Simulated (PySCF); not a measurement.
HOSc, SMILES [OH][Sc].

Geometry: PBE-D3(BJ)/def2-TZVP. The multiplicity is an assumed one; other spin states were not compared.

Two levels are set side by side: PBE/def2-TZVPD (PySCF) and ωB97X/def2-TZVPD (PySCF). Same geometry, gas phase. Differences are taken from unrounded values.

| quantity | ωB97X |
|---|---|
| orbital gap (eV) | 6.73 |
| highest occupied level (eV) | -6.39 |
| lowest empty level (eV) | 0.35 |
| dipole moment (D) | 0.21 |
| mean polarisability (bohr³) | 116.2 |

**Question.** What does PBE give, and how far is it from ωB97X? (An estimate is asked for; the answer gives what the named calculation found.)

**Answer.** 
| quantity | PBE | PBE minus ωB97X |
|---|---|---|
| orbital gap (eV) | 0.22 | -6.52 |
| highest occupied level (eV) | -3.78 | 2.61 |
| lowest empty level (eV) | -3.56 | -3.91 |
| dipole moment (D) | 0.73 | 0.52 |
| mean polarisability (bohr³) | 124.8 | 8.6 |

Without exact exchange PBE keeps part of each electron's self-repulsion, which lifts occupied levels and narrows the gap. Loosely held outer electrons make PBE densities more polarisable. Differences between two approximate levels are no errors against the true value.

Rough cost on one machine, each run with all the roots and properties that it gave: ωB97X against PBE within a factor of 2.
